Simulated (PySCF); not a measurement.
C₃H₇NSi, SMILES C(N[SiH3])=C=C. Atoms are numbered in the order given.

```xyz
12

C     -0.7745     2.4072     0.0000
C      0.1858     1.5127     0.0000
C      1.1489     0.6112     0.0000
N      0.9587    -0.7757     0.0000
Si    -0.6098    -1.5443     0.0000
H     -1.1945     2.7994    -0.9354
H     -1.1945     2.7994     0.9354
H      2.1914     0.9517     0.0000
H      1.8055    -1.3280     0.0000
H     -1.4037    -1.1749     1.2075
H     -0.3353    -3.0093     0.0000
H     -1.4037    -1.1749    -1.2075
```

The structure is a stationary point at ωB97X-D3(BJ)/def2-SVP. This is a generated structure with no PubChem entry under its InChIKey; it may be hypothetical. One conformer was computed; it need not be the lowest.

The numbers are results of PySCF with TDDFT-PBE/def2-SVPD, not measurements.

Vertical excitations. Gas-phase values at a fixed geometry. State labels are in the subgroup Cs.

Computed UV-visible absorptions:
```
state  symmetry  energy (eV)  λ (nm)      f                                                                main pairs
-----  --------  -----------  ------  -----  ------------------------------------------------------------------------
S1           A"         3.76     330  0.000                                                           HOMO→LUMO 100 %
S2           A"         4.84     256  0.000                                                         HOMO→LUMO+2 100 %
S3           A"         5.22     237  0.002                                                         HOMO→LUMO+3 100 %
S4           A"         5.45     228  0.000                                                          HOMO→LUMO+4 99 %
S5           A'         5.55     224  0.146                                        HOMO→LUMO+1 74 %, HOMO→LUMO+7 13 %
S6           A"         5.70     218  0.000                                                         HOMO→LUMO+5 100 %
S7           A"         5.94     209  0.000                                                         HOMO→LUMO+6 100 %
S8           A'         6.10     203  0.110                    HOMO→LUMO+7 42 %, HOMO−1→LUMO 41 %, HOMO−1→LUMO+2 14 %
S9           A'         6.40     194  0.240  HOMO→LUMO+7 40 %, HOMO−1→LUMO+2 19 %, HOMO→LUMO+1 18 %, HOMO−1→LUMO 14 %
S10          A"         6.44     192  0.001                                      HOMO−1→LUMO+1 74 %, HOMO−2→LUMO 26 %
T1           A"         3.46     358      0                                                            HOMO→LUMO 99 %
T2           A'         4.02     308      0                                                          HOMO→LUMO+1 94 %
T3           A'         4.49     276      0                                                          HOMO−1→LUMO 90 %
T4           A"         4.69     264      0                                                          HOMO→LUMO+2 98 %
```
Triplets are in the Tamm–Dancoff approximation, which puts them higher than full response would, so one can lie above its singlet here.
